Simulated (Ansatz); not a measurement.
Isolated molecules relaxed with PBE0-D4/def2-TZVP in Ansatz; ΔE leaves out vibrations. CCSD(T)/CBS is the MP2 limit (def2-TZVPP, def2-QZVPP) plus CCSD(T) − MP2 in def2-TZVPP, frozen cores. For Se outer-core shells are correlated without core-valence functions, which leaves a few kJ/mol of doubt a bond. Scalar relativity is left out up to krypton. Each species was taken in one conformer, which may not be the lowest.

`B[SiH](B)CF` + `OC[SeH]` → `OC[Se]CF` + `B[SiH2]B`  (substitution at a C–Si bond)

```
      species  CCSD(T)/CBS(def2) energy (Eh)
`B[SiH](B)CF`                     -480.63378
    `OC[SeH]`                    -2516.31855
   `OC[Se]CF`                    -2654.75969
   `B[SiH2]B`                     -342.19118
```

Task: Work out ΔE.

Result: ΔE = (-2654.75969) + (-342.19118) − (-480.63378) − (-2516.31855) = 0.00146 Eh = +3.8 kJ/mol.

Largest T1 diagnostic among the species: 0.015.

In def2-TZVPP, CCSD(T) changes the Hartree–Fock value by −7.7 kJ/mol (the triples alone add −2.3 kJ/mol) and MP2 by −10.7 kJ/mol.
